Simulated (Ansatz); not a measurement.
A nudged elastic band was laid between two geometries of CH₃F₂Sc (7 atoms, charge 0, multiplicity 1).

The calculation used RKS B3LYP/def2-SVP in Ansatz 0.2.0.

```json
{
 "movable images": "5",
 "climbing image": "yes",
 "spring": "5.0 eV/Å²",
 "optimiser": "quadratic models (default)",
 "start path": "through a guess of the saddle point",
 "force threshold": "0.03 eV/Å",
 "iteration limit": "52",
 "end points": "relaxed"
}
```

Image 0:

```xyz
7
Properties=species:S:1:pos:R:3
C -0.416 0.894 -0.214
Sc 0.463 -1.051 0.273
F 1.981 -1.080 1.294
F -0.331 -2.559 -0.395
H -1.483 0.830 -0.497
H -0.328 1.620 0.616
H 0.114 1.346 -1.078
```

Image 6:

```xyz
7
Properties=species:S:1:pos:R:3
C -0.398 0.897 -0.233
Sc 0.525 -1.042 0.195
F 1.990 -1.083 1.290
F -0.354 -2.549 -0.360
H 0.311 1.742 -0.156
H -0.867 0.938 -1.233
H -1.208 1.096 0.498
```

Q: Which bonds break or form, and what moves?

A: No bond is made or broken. The dihedral H6–C1–Sc2–F4 goes from 145 to -39°. The two ends are copies of one structure, up to a mirror image or an exchange of like atoms.

Q: Give the energies along the band, and the barrier.

A: The run converged. The highest image is number 5 of 0 to 6, 0.000 eV above the ends, which have the same energy within 2 meV. The top lies less than 8 meV above the higher end, about what the thresholds resolve: that end is a shoulder or a very shallow well. A vibrational analysis at the climbing image gives no mode beyond 40i cm⁻¹: the surface is too flat there to confirm a saddle point.

```json
{"image": "0", "path coordinate (Å)": "0.00", "energy (eV)": "0.000", "dihedral H6–C1–Sc2–F4 (°)": "145"}
{"image": "1", "path coordinate (Å)": "0.76", "energy (eV)": "0.000", "dihedral H6–C1–Sc2–F4 (°)": "176"}
{"image": "2", "path coordinate (Å)": "1.52", "energy (eV)": "0.000", "dihedral H6–C1–Sc2–F4 (°)": "-160"}
{"image": "3", "path coordinate (Å)": "2.29", "energy (eV)": "0.000", "dihedral H6–C1–Sc2–F4 (°)": "-126"}
{"image": "4", "path coordinate (Å)": "3.05", "energy (eV)": "0.000", "dihedral H6–C1–Sc2–F4 (°)": "-87"}
{"image": "5", "path coordinate (Å)": "3.81", "energy (eV)": "0.000", "dihedral H6–C1–Sc2–F4 (°)": "-56"}
{"image": "6", "path coordinate (Å)": "4.48", "energy (eV)": "0.000", "dihedral H6–C1–Sc2–F4 (°)": "-39"}
```

Q: What is the geometry of the highest image?

A: 
```xyz
7
Properties=species:S:1:pos:R:3
C -0.413 0.897 -0.204
Sc 0.430 -1.053 0.327
F 1.884 -1.104 1.436
F -0.162 -2.512 -0.604
H 0.035 1.736 0.358
H -0.268 1.108 -1.282
H -1.507 0.928 -0.032
```

The band took 10 iterations and of the order of 4 core-minutes.

The run took 4.1 min on 1 thread of Arm Neoverse V1, on a shared host, peak memory 0.18 GiB.
